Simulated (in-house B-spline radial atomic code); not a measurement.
How numerical settings move a run on Fe IV (Fe3+), [Ar] 3d5. Computed with a B-spline radial code for spherical atoms: scalar-relativistic (X2C) AM05, spherical fractional occupations, Fermi nucleus of rms radius 3.7377 fm.

Command:
```bash
python run_scf.py task.json out
```
Settings of the sound reference run:
```
Z                26
electrons        23
configuration    [Ar] 3d5
hamiltonian      x2c
method           am05
spin_polarised   False
nucleus          fermi
rms_radius       3.7377
mass_number      56
atomic_mass      55.93494
speed_of_light   137.036
knot_spacing     0.22
spline_order     8
gauss_points     12
box_radius       16.22
max_iterations   70
damping          0.5
damped_steps     3
diis_vectors     10
tolerance        1e-08
start            Thomas-Fermi
```

Run time, properties included: 0.23 s on 1 thread of Intel(R) Xeon(R) 6975P-C, on a shared host.

It converges in 9 iterations to -1267.965550 hartree, with 3d at -43.1895 eV. The other runs change the listed settings, some to values that make no sense; their results aren't properties of the atom or ion. Radii are in bohr (the nuclear one in fm), a minus after a letter asks for a j subshell, and «unchanged» means within 1e-8 hartree. The run stops when the residual is below 10 × tolerance × max(1, Z/10), or a noise floor if that is larger, and the energy moves by less than 1e-8 × √|E| hartree; so very loose and very tight tolerances often act alike.

| changed settings | outcome |
| --- | --- |
| start = bare nucleus | converged in 9 iterations, energy unchanged, 3d level -1.4e-05 eV |
| electrons = 24, configuration = [Ar] 3d5 4s-1, max_iterations = 100 | stopped with error: j subshells need the Dirac Hamiltonian and l > 0 |
| knot_spacing = 2, spline_order = 6, box_radius = 3.24, max_iterations = 8 | not converged after 8 iterations, last residual 8.0e-06, last energy +4.35e+01 hartree from the reference |
| spline_order = 10, max_iterations = 12, damping = 0.2, start = bare nucleus | converged in 10 iterations, energy +4.42e-07 hartree from the reference, 3d level +1.5e-05 eV |
| knot_spacing = 0.55, max_iterations = 60, start = bare nucleus | converged in 10 iterations, energy +1.91e-02 hartree from the reference, 3d level -5.0e-03 eV |
| hamiltonian = dirac, method = hf, spin_polarised = True | stopped with error: spin polarisation is not served with the Dirac Hamiltonian |
| damping = 0.95 | converged in 11 iterations, energy unchanged, 3d level +1.3e-05 eV |
| tolerance = 1e-13 | converged in 9 iterations, energy unchanged |

**Question.** What happens with max_iterations = 2, damping = 0.8, diis_vectors = 2, start = bare nucleus?

**Answer.** Not converged after 2 iterations, last residual 1.4e+00, last energy +4.94e+01 hartree from the reference.

**Question.** What happens with gauss_points = 3, box_radius = 0.97, max_iterations = 100, damping = 0.95, diis_vectors = 4?

**Answer.** Not converged after 100 iterations, last residual 3.8e+03, last energy +1.94e+05 hartree from the reference.

**Question.** What happens with damping = 0.8?

**Answer.** Converged in 11 iterations, energy unchanged, 3d level +5.3e-06 eV.

**Question.** What happens with damping = 0.2?

**Answer.** Converged in 10 iterations, energy unchanged, 3d level +8.3e-06 eV.
